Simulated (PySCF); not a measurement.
I6Y2, SMILES [I][Y]12([I])[I][Y]1([I])([I])[I]2 (connectivity only; charge and spin as stated), neutral, multiplicity 1. Heavy atoms are numbered as in [Y:1]12([I:5])([I:6])[Y:2]([I:7])([I:8])([I:3]1)[I:4]2.

Coordinates come from a B3LYP-D3(BJ)/def2-SVP optimisation. The multiplicity is an assumed one; other spin states were not compared. The def2 effective core potentials stand for the cores of I, Y; spin–orbit coupling is left out.

Computed with PBE/def2-SVP in PySCF.

Atomic charges (e), one atom of each kind:

```tsv
atom	Mulliken	Löwdin
Y1	…	-0.76
I3	…	0.39
I5	…	0.19
```

**Question.** Fill in the missing entries. (The exact figures need the calculation; the answer reports its results.)

**Answer.** 
- Y1, Mulliken: 0.60
- I3, Mulliken: -0.22
- I5, Mulliken: -0.19
